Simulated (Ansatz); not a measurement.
Consider the formal exchange of groups at a C–C bond: `CCCCC(C)CC` + `B1CO[SiH2]1` → `CC1B[SiH2]O1` + `CCCC(C)CC`.

Calculated with Ansatz (gas phase, PBE0-D4/def2-TZVP geometries, no zero-point term in ΔE). CCSD(T)/CBS adds triple-zeta CCSD(T) − MP2 to the extrapolated MP2 energy (def2 sets, frozen cores). Functionals use def2-TZVPP. Each species was taken in one conformer, which may not be the lowest.

Q: Is it downhill or uphill in electronic energy at CCSD(T)/CBS, and by how much? (An estimate is asked.)

A: Computed: Downhill: ΔE = -3.0 kcal/mol.

Q: What do these levels give: ωB97M-V, PBE0, LC-ωPBE, RPA@PBE/def2-TZVPP, HF/def2-SVP, CCSD(T)/def2-TZVPP? (Best estimate.)

A: Ansatz gave: ωB97M-V -2.7, PBE0 -3.2, LC-ωPBE -3.0, RPA@PBE/def2-TZVPP -2.8, HF/def2-SVP -3.7, CCSD(T)/def2-TZVPP -2.9 kcal/mol.

Largest T1 diagnostic among the species: 0.013.

Leaving LDA and LC-ωPBE aside and taking each functional with its dispersion term where it has one, the values, not all of them listed here, spread over 0.7 kcal/mol, from B2PLYP to ωB97M-V. LDA lies +0.8 kcal/mol from PBE without D4.
